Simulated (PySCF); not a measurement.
This script is equivalent to a calculation on Sb⁺ (antimony, charge +1).

```python
from pyscf import gto, scf, dft, mp, cc
import basis_set_exchange as bse
mol = gto.M(atom="Sb 0 0 0", charge=1, spin=2, symmetry="D2h",
            basis=gto.basis.parse(bse.get_basis("x2c-TZVPall", elements=["Sb"], fmt="nwchem", header=False)),
            nucmod="G")
mf = scf.UHF(mol).sfx2c1e()
mf.irrep_nelec = {'Ag': (9, 9), 'B1g': (2, 2), 'B2g': (2, 2), 'B3g': (2, 2), 'B1u': (4, 3), 'B2u': (4, 3), 'B3u': (3, 3)}
mf.kernel()
```

Problem. What total energy does it give?

Solution. -6477.63714 hartree (calculated).

Problem. Which occupied shell lies highest, and where?

Solution. 5p α, at -16.396 eV.

Problem. What is ⟨S²⟩, and what would a pure spin state give?

Solution. 2.009, against 2.00.
